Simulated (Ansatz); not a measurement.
Geometry optimisation, RKS PBE0-D4/STO-3G (Ansatz 0.2.0).

input.yaml

```yaml
crystal:
  periodic: [false, false, false]
  atoms:
    - { symbol: C, position_ang: [-0.7682, 0.9379, 0.1774] }
    - { symbol: C, position_ang: [-0.0874, -0.3442, 0.3685] }
    - { symbol: O, position_ang: [0.8054, -0.227, 1.4051] }
    - { symbol: Al, position_ang: [0.9792, -0.8551, -1.2934] }
    - { symbol: H, position_ang: [-1.5398, 0.8895, -0.6893] }
    - { symbol: H, position_ang: [-1.3776, 1.2634, 1.0856] }
    - { symbol: H, position_ang: [-0.0675, 1.7992, -0.054] }
    - { symbol: H, position_ang: [-0.7811, -1.1323, 0.5765] }
    - { symbol: H, position_ang: [0.319, -0.2468, 2.3042] }
    - { symbol: H, position_ang: [2.044, 0.0928, -1.8502] }
    - { symbol: H, position_ang: [0.5393, -2.2343, -2.0097] }
basis:
  gaussian: { orbitals: STO-3G }
hamiltonian:
  xc: pbe0
  dispersion: d4
relax:
  f_tol: 0.02
  max_steps: 40
scf:
  lower_state_search: "off"
```

Command:

```bash
$ ansatz run input.yaml --threads 1 --pin off --max-ram 2048MiB --backend cpu --events-out ev --progress --plain --runs-dir out
```

Task: Where does it end, and by what steps?

Result: The run converged. The force dipped under the threshold on the way, but the program's further checks kept it going. Limits of this set-up: minimal basis. After 8 steps the energy has fallen by 0.874 eV; H9 moved furthest, 0.18 Å.

| step | energy less start (eV) | largest force component (eV/Å) | accepted |
| --- | --- | --- | --- |
| 0 | 0.0000 | 4.211 | yes |
| 1 | -0.7877 | 1.288 | yes |
| 2 | -0.8653 | 0.605 | yes |
| 3 | -0.8725 | 0.095 | yes |
| 4 | -0.8733 | 0.021 | yes |
| 5 | -0.8735 | 0.022 | yes |
| 6 | -0.8730 | 0.047 | no |
| 7 | -0.8736 | 0.005 | yes |
| 8 | -0.8737 | 0.008 | yes |

```xyz
11
Properties=species:S:1:pos:R:3
C -0.812 0.967 0.163
C -0.071 -0.396 0.318
O 0.909 -0.353 1.410
Al 0.940 -0.876 -1.265
H -1.573 0.913 -0.629
H -1.327 1.247 1.095
H -0.116 1.778 -0.087
H -0.854 -1.153 0.544
H 0.336 -0.088 2.215
H 2.034 0.035 -1.733
H 0.599 -2.131 -2.011
```

Whether the end is a true minimum wasn't checked by a vibrational analysis.

Run time: 12 s on 1 thread of Arm Neoverse V2 (shared host), peak memory 0.11 GiB.
